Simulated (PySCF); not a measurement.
PySCF input for C3H6FNSi, SMILES N1(CC=C1F)[SiH3], TDA-PBE/def2-SVPD. Geometry: B3LYP-D3(BJ)/def2-SVP. This is a generated structure with no PubChem entry under its InChIKey; it may be hypothetical.

```python
import numpy as np
from pyscf import gto, scf, dft, tdscf

mol = gto.M(
    atom='''
    F    -0.54567252    1.88204794    0.61724840
    C    -0.78621046    0.59461425    0.47169355
    C    -1.70355566   -0.28842030    0.91012077
    C    -0.93641241   -1.34181498    0.11817263
    N    -0.00386035   -0.24339211   -0.31837250
    Si    1.68143980   -0.28121154   -0.78360965
    H    -2.61922519   -0.27057461    1.48977278
    H    -1.46045986   -1.79463803   -0.73830875
    H    -0.42622854   -2.11743024    0.71263814
    H     2.63104559   -0.48419180    0.35595618
    H     1.81877451   -1.42440601   -1.72651521
    H     2.01108270    1.00724151   -1.44955783
    ''',
    basis='def2-SVPD',
    charge=0,
    spin=0,
    max_memory=1600,
    verbose=4,
)
mf = dft.RKS(mol, xc='pbe').density_fit(auxbasis='def2-universal-jkfit')
mf.grids.level = 3
mf.conv_tol = 1e-9
mf.max_cycle = 100
mf.kernel()
mf.grids = dft.Grids(mol).set(level=1).build(with_non0tab=True)  # coarser grid for the response kernel
td = tdscf.TDA(mf)
td.singlet = True
td.nstates = 10
td.conv_tol = 1e-4
td.positive_eig_threshold = 1e-6
td.kernel(x0=td.get_init_guess(mf, 15))
td.analyze()
tt = tdscf.TDA(mf)
tt.singlet = False
tt.nstates = 4
tt.conv_tol = 1e-4
tt.positive_eig_threshold = 1e-6
tt.kernel(x0=tt.get_init_guess(mf, 9))
tt.analyze(verbose=3)
```

Output:

```
PySCF version 2.14.0

[INPUT] verbose = 4
[INPUT] num. atoms = 12
[INPUT] num. electrons = 54
[INPUT] charge = 0
[INPUT] spin (= nelec alpha-beta = 2S) = 0
[INPUT] symmetry False subgroup None
[INPUT] Mole.unit = angstrom
[INPUT] Symbol           X                Y                Z      unit          X                Y                Z       unit  Magmom
[INPUT]  1 F     -0.545672520000   1.882047940000   0.617248400000 AA   -1.031171616501   3.556555159902   1.166430426826 Bohr   0.0
[INPUT]  2 C     -0.786210460000   0.594614250000   0.471693550000 AA   -1.485722445668   1.123658082264   0.891371624224 Bohr   0.0
[INPUT]  3 C     -1.703555660000  -0.288420300000   0.910120770000 AA   -3.219253635353  -0.545035375765   1.719878995578 Bohr   0.0
[INPUT]  4 C     -0.936412410000  -1.341814980000   0.118172630000 AA   -1.769562994544  -2.535662822039   0.223313906120 Bohr   0.0
[INPUT]  5 N     -0.003860350000  -0.243392110000  -0.318372500000 AA   -0.007295004245  -0.459944428780  -0.601636830593 Bohr   0.0
[INPUT]  6 Si     1.681439800000  -0.281211540000  -0.783609650000 AA    3.177460716943  -0.531412793667  -1.480807627066 Bohr   0.0
[INPUT]  7 H     -2.619225190000  -0.270574610000   1.489772780000 AA   -4.949618267662  -0.511311909161   2.815262542032 Bohr   0.0
[INPUT]  8 H     -1.460459860000  -1.794638030000  -0.738308750000 AA   -2.759869151321  -3.391374369429  -1.395201332870 Bohr   0.0
[INPUT]  9 H     -0.426228540000  -2.117430240000   0.712638140000 AA   -0.805455207073  -4.001363241472   1.346690910519 Bohr   0.0
[INPUT] 10 H      2.631045590000  -0.484191800000   0.355956180000 AA    4.971955586345  -0.914989893760   0.672659692546 Bohr   0.0
[INPUT] 11 H      1.818774510000  -1.424406010000  -1.726515210000 AA    3.436985706240  -2.691737249084  -3.262640896796 Bohr   0.0
[INPUT] 12 H      2.011082700000   1.007241510000  -1.449557830000 AA    3.800395516851   1.903410595193  -2.739267300419 Bohr   0.0

nuclear repulsion = 288.234764558682
number of shells = 75
number of NR pGTOs = 255
number of NR cGTOs = 175
basis = def2-SVPD
ecp = {}


[settings echo left out]
init E= -561.812079714098
  HOMO = -0.251873069425979  LUMO = -0.049011956106654  gap/eV = 5.52013
cycle= 1 E= -561.154573712565  delta_E= 0.658  |g|= 0.543  |ddm|= 4.87
  HOMO = -0.12773303293182  LUMO = -0.0122427078915512  gap/eV = 3.14265
cycle= 2 E= -560.987637455352  delta_E= 0.167  |g|= 0.975  |ddm|= 1.78
  HOMO = -0.183840056614495  LUMO = -0.0114251728718999  gap/eV = 4.69165
cycle= 3 E= -561.209987631606  delta_E= -0.222  |g|= 0.203  |ddm|= 1.28
  HOMO = -0.188010987779628  LUMO = -0.0178867432882019  gap/eV = 4.62932
cycle= 4 E= -561.219850697875  delta_E= -0.00986  |g|= 0.0825  |ddm|= 0.329
  HOMO = -0.186985302909071  LUMO = -0.0188452449256165  gap/eV = 4.57532
cycle= 5 E= -561.221213039757  delta_E= -0.00136  |g|= 0.0239  |ddm|= 0.112
  HOMO = -0.186712976774086  LUMO = -0.0191465461236264  gap/eV = 4.55971
cycle= 6 E= -561.221326358363  delta_E= -0.000113  |g|= 0.00901  |ddm|= 0.0353
  HOMO = -0.186489126535611  LUMO = -0.0187131483690637  gap/eV = 4.56542
cycle= 7 E= -561.221342073266  delta_E= -1.57e-05  |g|= 0.00272  |ddm|= 0.0113
  HOMO = -0.186751114645459  LUMO = -0.0187477990457356  gap/eV = 4.57160
cycle= 8 E= -561.221343680643  delta_E= -1.61e-06  |g|= 0.000503  |ddm|= 0.00394
  HOMO = -0.186703955446527  LUMO = -0.0187682771023363  gap/eV = 4.56976
cycle= 9 E= -561.221343748126  delta_E= -6.75e-08  |g|= 9.07e-05  |ddm|= 0.000949
  HOMO = -0.186699771571548  LUMO = -0.0187584239281513  gap/eV = 4.56992
cycle= 10 E= -561.221343750751  delta_E= -2.62e-09  |g|= 3.09e-05  |ddm|= 0.000229
  HOMO = -0.186700323138292  LUMO = -0.0187595818446358  gap/eV = 4.56990
cycle= 11 E= -561.221343750986  delta_E= -2.35e-10  |g|= 1.13e-05  |ddm|= 6.26e-05
  HOMO = -0.186701823932865  LUMO = -0.01876047001908  gap/eV = 4.56992
Extra cycle  E= -561.221343750931  delta_E= 5.46e-11  |g|= 1.84e-05  |ddm|= 4.21e-05
converged SCF energy = -561.221343750931
tot grids = 47208
Overwritten attributes  positive_eig_threshold  of <class 'pyscf.tdscf.rks.TDA'>


******** <class 'pyscf.tdscf.rks.TDA'> for <class 'pyscf.df.df_jk.DFRKS'> ********
nstates = 10 singlet
deg_eia_thresh = 1.000e-03
wfnsym = None
conv_tol = 0.0001
eigh lindep = 1e-12
eigh level_shift = 0
eigh max_cycle = 100


Excitation energies (eV)
[4.62850442 5.14492885 5.27007987 5.79715327 5.92337405 5.95530737
 6.40978491 6.69931574 6.76823315 6.80268694]

** Singlet excitation energies and oscillator strengths **
Excited State   1:      4.62850 eV    267.87 nm  f=0.0069
      27 -> 28        0.68797
      27 -> 29       -0.15705
Excited State   2:      5.14493 eV    240.98 nm  f=0.0051
      27 -> 29       -0.10436
      27 -> 30       -0.69712
Excited State   3:      5.27008 eV    235.26 nm  f=0.0257
      27 -> 29       -0.29897
      27 -> 31       -0.63346
Excited State   4:      5.79715 eV    213.87 nm  f=0.0456
      27 -> 29       -0.16112
      27 -> 32       -0.67804
Excited State   5:      5.92337 eV    209.31 nm  f=0.1259
      27 -> 29        0.32140
      27 -> 31       -0.17240
      27 -> 32       -0.11660
      27 -> 33        0.56372
      27 -> 34       -0.10997
Excited State   6:      5.95531 eV    208.19 nm  f=0.0026
      27 -> 33        0.15937
      27 -> 34        0.68665
Excited State   7:      6.40978 eV    193.43 nm  f=0.1234
      26 -> 28        0.11656
      26 -> 29        0.23167
      27 -> 29        0.39724
      27 -> 31       -0.20833
      27 -> 32       -0.14155
      27 -> 33       -0.36290
      27 -> 34        0.11683
Excited State   8:      6.69932 eV    185.07 nm  f=0.0144
      26 -> 28       -0.13143
      27 -> 35       -0.68046
Excited State   9:      6.76823 eV    183.19 nm  f=0.0012
      26 -> 28        0.67232
      26 -> 29       -0.12540
      27 -> 35       -0.14857
Excited State  10:      6.80269 eV    182.26 nm  f=0.0106
      27 -> 36        0.69358

** Transition electric dipole moments (AU) **
state          X           Y           Z        Dip. S.      Osc.
  1        -0.2285      0.0302      0.0892      0.0611      0.0069
  2         0.1828     -0.0575      0.0600      0.0403      0.0051
  3         0.4458     -0.0124      0.0190      0.1992      0.0257
  4         0.5647     -0.0466     -0.0060      0.3211      0.0456
  5        -0.7611     -0.0772      0.5313      0.8674      0.1259
  6         0.1250     -0.0010      0.0458      0.0177      0.0026
  7        -0.7855     -0.1818      0.3685      0.7859      0.1234
  8        -0.1989     -0.0082      0.2189      0.0875      0.0144
  9         0.0171      0.0071      0.0834      0.0073      0.0012
 10         0.2494     -0.0208     -0.0272      0.0634      0.0106

** Transition velocity dipole moments (imaginary part, AU) **
state          X           Y           Z        Dip. S.      Osc.
  1        -0.0221      0.0031     -0.0008      0.0005      0.0020
  2         0.0220     -0.0112      0.0147      0.0008      0.0029
  3         0.0380     -0.0067      0.0176      0.0018      0.0062
  4         0.0697     -0.0162      0.0369      0.0065      0.0203
  5        -0.0533      0.0081      0.0498      0.0054      0.0165
  6         0.0082     -0.0057     -0.0031      0.0001      0.0003
  7        -0.0434      0.0209     -0.0187      0.0027      0.0076
  8         0.0109     -0.0047      0.0586      0.0036      0.0097
  9         0.0037     -0.0063      0.0255      0.0007      0.0019
 10         0.0359     -0.0122      0.0227      0.0020      0.0052

** Transition magnetic dipole moments (imaginary part, AU) **
state          X           Y           Z
  1        -0.0159      0.1022      0.1174
  2        -0.1224     -0.1506      0.2524
  3         0.1424     -0.1442     -0.2167
  4         0.0138     -0.4928     -0.2309
  5        -0.0222     -0.6386     -0.1894
  6         0.0264     -0.0592      0.2891
  7        -0.2814      0.3080     -0.4214
  8        -0.2014      0.0914      0.1786
  9         0.2106      0.4664      0.0675
 10         0.3846      0.4187     -0.1581


******** <class 'pyscf.tdscf.rks.TDA'> for <class 'pyscf.df.df_jk.DFRKS'> ********
nstates = 4 triplet
deg_eia_thresh = 1.000e-03
wfnsym = None
conv_tol = 0.0001
eigh lindep = 1e-12
eigh level_shift = 0
eigh max_cycle = 100


Excitation energies (eV)
[4.17811811 4.50502752 5.04922414 5.21157663]

** Triplet excitation energies and oscillator strengths **
Excited State   1:      4.17812 eV    296.75 nm  f=0.0000
Excited State   2:      4.50503 eV    275.21 nm  f=0.0000
Excited State   3:      5.04922 eV    245.55 nm  f=0.0000
Excited State   4:      5.21158 eV    237.90 nm  f=0.0000
```

The run converged.
